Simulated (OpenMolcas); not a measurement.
An OpenMolcas run meant for Ni IV (ANO-L-VDZP, non-relativistic; inactive shells 1s 2s 2p 3s 3p; intended active space 7 electrons in 5 orbitals (3d)). One step of its input:

```
&CASPT2
Multistate=10 1 2 3 4 5 6 7 8 9 10
Frozen=2 3
IPEA=0.25
Imaginary=1.5
MaxIter=60
WThr=0.0 0.3 0.05
PrWF=0.5
NoMix
```

The run finished. Its levels beside those of a sound run (MS-CASPT2, IPEA 0.25 Eh, imaginary shift 0.1 Eh (closed shells correlated: 3s 3p)), in cm⁻¹ above each run's lowest level:

| Level | This run | Usual run |
| --- | --- | --- |
| 3d⁷ ⁴F_9/2 | 0.0 | 0.0 |
| 3d⁷ ⁴F_7/2 | 1234 | 1234 |
| 3d⁷ ⁴F_5/2 | 2125 | 2125 |
| 3d⁷ ⁴F_3/2 | 2730 | 2730 |
| 3d⁷ ⁴P_5/2 | 20053 | 19954 |
| 3d⁷ ⁴P_3/2 | 20227 | 20110 |
| 3d⁷ ²G_9/2 | 20590 | 20601 |
| 3d⁷ ⁴P_1/2 | 20959 | 20853 |
| 3d⁷ ²G_7/2 | 21751 | 21761 |
| 3d⁷ ²P_3/2 | 24727 | 24507 |
| 3d⁷ ²P_1/2 | 25724 | 25469 |
| 3d⁷ ²D_5/2(1) | 28200 | 28178 |
| 3d⁷ ²H_11/2 | 28572 | 28639 |
| 3d⁷ ²H_9/2 | 29617 | 29683 |

Task: Which setting is unsound, and how much does it matter here?

Result: The level shift is far above the usual 0.1 to 0.3 hartree and damps the second-order energy. Against the sound run the excited levels shown move by 75 cm-1 on average and by 250 cm-1 at most.

CASPT2 breaks the degeneracy within a term, and the mean is taken; among the terms shown or strongly mixed into the levels shown the widest spread is 860 cm-1 (3d⁷ ⁴F, the sound run). The basis is small and was not contracted for so high a charge. Only configurations of the active space appear.

A number in round brackets counts repeated terms of one configuration in the order of the reference energies.
